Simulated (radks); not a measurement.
Question: These are the eigenvalues of the occupied orbitals of an atom or ion with whole-number occupations (eV). Calculated with a radial shooting solver on a logarithmic mesh with Libxc functionals: scalar-relativistic Kohn-Sham, PBE, spin-polarised, spherical densities, finite nucleus; Fermi nuclear charge, rms radius of each element as measured or else 0.836 A^(1/3) + 0.57 fm.

| orbital | eigenvalue |
|---|---|
| 1s | -63234.33 |
| 2s | -10771.93 |
| 2p | -9479.283 |
| 3s | -2447.982 |
| 3p | -2059.909 |
| 3d | -1593.566 |
| 4s | -494.3697 |
| 4p | -367.0130 |
| 4d | -200.7645 |
| 5s | -69.9484 |
| 5p | -40.4186 |
| 4f | -18.4780 |
| 6s | -11.0490 |

Which element is it, and in what charge state? The configuration may be excited. Open shells, if any, are filled with parallel spins first.

Answer: Z = 71, lutetium, charge +1: Lu+ in [Xe] 4f14 6s2. The list shows which subshells hold electrons but not how many an open one holds; the 1s level, -2323.8 hartree, gives Z - s = 68.2 by -(Z - s)^2/2, which with screening and relativity narrows Z to a few neighbours, and the depths of the outer levels then fix element, charge and occupations together.
